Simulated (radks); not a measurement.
The ytterbium ion Yb6+, configuration [Kr] 4d10 4f12 5s2 5p4 (the NIST ground configuration).

Calculated with a radial shooting solver on a logarithmic mesh with Libxc functionals: Dirac Kohn-Sham, LDA (Slater exchange, Perdew-Wang correlation), spin-unpolarised, spherical densities, finite nucleus; open shells fill j = l - 1/2 first; Fermi nuclear charge, rms radius 5.3108 fm.

Energy parts (eV):
| part | energy |
|---|---|
| total | -382478.92 |
| kinetic | 424727.87 |
| electron-nucleus | -944109.60 |
| Hartree | 144592.56 |
| exchange-correlation | -7689.74 |

Orbitals (lengths in bohr, moments of r in powers of bohr; <r^-3> diverges for s and p1/2):
orbital  occ.  eigenvalue (eV)  <r^-3>  small-component weight
1s1/2       2        -61189.17       -                6.89e-02
2s1/2       2        -10439.76       -                1.55e-02
2p1/2       2        -9967.001       -                1.55e-02
2p3/2       4        -8921.208   13460                1.42e-02
3s1/2       2        -2425.027       -                5.02e-03
3p1/2       2        -2215.536       -                4.96e-03
3p3/2       4        -1993.659    2971                4.58e-03
3d3/2       4        -1635.147   509.1                4.47e-03
3d5/2       6        -1586.629   441.1                4.36e-03
4s1/2       2        -550.8386       -                1.63e-03
4p1/2       2        -465.9540       -                1.55e-03
4p3/2       4        -415.2478   678.9                1.40e-03
4d3/2       4        -275.0695   100.6                1.22e-03
4d5/2       6        -265.7759   85.50                1.18e-03
4f5/2       6         -93.7341   14.35                7.91e-04
4f7/2       6         -92.2243   13.75                7.76e-04
5s1/2       2        -137.3368       -                3.78e-04
5p1/2       2        -111.8216       -                3.21e-04
5p3/2       2        -103.7028   109.0                2.89e-04

The highest occupied level is 4f7/2 at -92.224 eV. The density falls to 0.001 e/bohr^3 at r = 2.69 bohr. The electron density at the nucleus is 1.023e+06 e/bohr^3. For comparison, the ionisation energy in NIST's Atomic Spectra Database is 117 eV (theoretical). In exact Kohn-Sham theory the highest level is minus the ionisation energy, but local and semilocal functionals leave it too shallow, through self-interaction and a potential that decays too fast; potentials with the right tail come closer.

Beside tabulated values, note that spin-unpolarised runs miss the spin-polarisation part of the exchange energy of open shells.
